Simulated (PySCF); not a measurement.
## From computed data to an observable: oscillator strength and radiative lifetime

C3H2O, SMILES C=C=C=O.

Geometry optimised at r2SCAN-D4/def2-SVP.

TDDFT-B3LYP/def2-SVPD (PySCF) puts the first singlet state with f over 0.02 at 5.36 eV (vertical), with the transition dipole (0.291, -0.550, 0.000) in atomic units.

Find the oscillator strength, the wavelength and the radiative lifetime that this transition would have in vacuum if emission retraced absorption.


|μ|² = 0.3872 au, so |μ| = 1.58 D. ΔE = 5.36/27.211 = 0.1970 hartree. f = (2/3) ΔE |μ|² = 0.051 (the program prints 0.051).
λ = 1239.84/5.36 = 231 nm; ν = 43231 cm⁻¹.
Einstein's coefficient A = 0.6670 ν² f s⁻¹ (ν in cm⁻¹) = 6.3e7 s⁻¹, so τ = 1/A = 16 ns. This state is S2; the lower singlet has f = 0.000. The figure is the radiative limit of this one transition; relaxation, internal conversion, crossing to triplets and a medium change what is measured.
